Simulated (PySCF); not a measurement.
B(OH)(OMe)(OiPr), C4H11BO3, SMILES COB(O)OC(C)C at its GFN2-xTB optimised geometry (Å):

```
19

B     -0.6722     1.2362     0.0000
O     -1.4373     2.3625     0.0000
H     -0.9509     3.1861    -0.0031
O      0.7078     1.2362     0.0000
C      1.4722     2.4163     0.0284
H      1.2613     3.0069     0.9267
H      2.5205     2.1167     0.0389
H      1.2867     3.0326    -0.8583
O     -1.3324     0.0616     0.0118
C     -0.6692    -1.1966     0.0013
C     -0.3393    -1.5992    -1.4348
C     -1.5929    -2.2114     0.6688
H      0.2654    -1.1088     0.5717
H     -1.2531    -1.6505    -2.0214
H      0.1508    -2.5690    -1.4487
H      0.3215    -0.8595    -1.8787
H     -1.8266    -1.8924     1.6806
H     -2.5205    -2.2851     0.1079
H     -1.1141    -3.1861     0.7030
```

Computed with PySCF with CAM-B3LYP/def2-SVP.

Map of the log10 of the electron density (e/bohr³), floored at −4 on the plane z = 1.2 Å:

```
|                               |
|                               |
|                               |
|                .::::.         |
|           .....-====:.        |
|         .:--::-=+**+=:.       |
|        .-====--+#%%#+-:.      |
|       .-=+++=-=+#%%#*=-:      |
|       .-+***+==+#%%#*=-:.     |
|       .-+***+==+*##*+==:.     |
|       .-=+**+++++*+++=-:.     |
|        :-=+++++***+==--:      |
|        :-=++++****+-::..      |
|       .:=++**+++++=-..        |
|       .-=+**++==+=-:          |
|       .-+***++===-:.          |
|       .-=+**++++=-:           |
|      .:-=+++****+=:.          |
|      :-+*****###*=-.          |
|     .-=*#%%##*#*+=:.          |
|     :-+#%@@%#*++=-:           |
|     :=+#@@@%#+==-:.           |
|     :-+*%@@%#+=-:.            |
|     .-=+#%%%#*=:.             |
|     .:-=+##%#+=:              |
|      .:-=+***+-.              |
|        :-=++=-:               |
|         .:---:.               |
|           ...                 |
|                               |
|                               |
```
Scale: ten equal steps from -4.00 (start of ' ') to -0.606 (end of '@'), in the order ' .:-=+*#%@'; x runs from -5.50 to 5.50, y from -5.50 (bottom) to 5.50 (top).
